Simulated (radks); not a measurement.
Results of a calculation; reference values are marked as such.
Problem. Excited configurations of Si X: one electron is placed in a higher orbital outside [He] 2s2. The ground configuration is [He] 2s2 2p1. Level of theory: Dirac Kohn-Sham, PBE, spin-unpolarised, spherical densities, point nucleus; open shells fill j = l - 1/2 first (a radial shooting solver on a logarithmic mesh with Libxc functionals). Excitation = E - E(ground); binding = E(ion) - E, where the ion is the core of charge +10; n* = 10/sqrt(2 binding) in atomic units. These energies are relativistic, and a one-electron ion of charge +10 with no core already has n* below n in this formula (Dirac formula, point nucleus: 3s1/2 2.998, 3d3/2 2.999, 4s1/2 3.998, 4p1/2 3.998, 4d3/2 3.999, 4f5/2 4.000, 5f5/2 5.000, 6s1/2 5.998, 6p1/2 5.998, 6f5/2 5.999, 7p1/2 6.998, 7f5/2 6.999). The quantum defect is therefore taken as that value minus n*, so that it holds no relativistic shift of the bare ion.

| outer orbital | excitation (eV) | binding (eV) | n* | quantum defect | eigenvalue (eV) | <r> (bohr) |
|---|---|---|---|---|---|---|
| 3s1/2 | 225.40 | 174.90 | 2.789 | 0.209 | -166.23 | 1.174 |
| 3d3/2 | 243.53 | 156.77 | 2.946 | 0.053 | -145.83 | 0.9965 |
| 4s1/2 | 304.94 | 95.368 | 3.777 | 0.221 | -90.985 | 2.152 |
| 4p1/2 | 308.47 | 91.837 | 3.849 | 0.149 | -87.404 | 2.136 |
| 4d3/2 | 311.92 | 88.380 | 3.924 | 0.076 | -83.673 | 2.018 |
| 4f5/2 | 315.22 | 85.084 | 3.999 | 0.001 | -79.655 | 1.788 |
| 5f5/2 | 345.12 | 55.178 | 4.966 | 0.034 | -52.178 | 3.107 |
| 6s1/2 | 359.20 | 41.099 | 5.754 | 0.244 | -39.404 | 4.993 |
| 6f5/2 | 361.78 | 38.524 | 5.943 | 0.057 | -36.670 | 4.723 |
| 7p1/2 | 370.98 | 29.328 | 6.811 | 0.186 | -28.140 | 6.904 |
| 7f5/2 | 371.92 | 28.380 | 6.924 | 0.075 | -27.116 | 6.636 |

Estimate the row for 6p1/2.

Solution. excitation (eV) 360.20; binding (eV) 40.104; n* 5.825; quantum defect 0.173; eigenvalue (eV) -38.415; <r> (bohr) 5.019. The Delta-SCF ionisation energy is 400.30 eV (NIST Atomic Spectra Database: 401.38 eV, semi-empirical). Self-interaction in the functional shifts the binding energies and quantum defects, so they are the method's values and not measured ones. Spin polarisation and multiplet splitting are left out, so open shells lie too high by an amount that depends on their filling.

Beside tabulated values, note that spin-unpolarised runs miss the spin-polarisation part of the exchange energy of open shells.
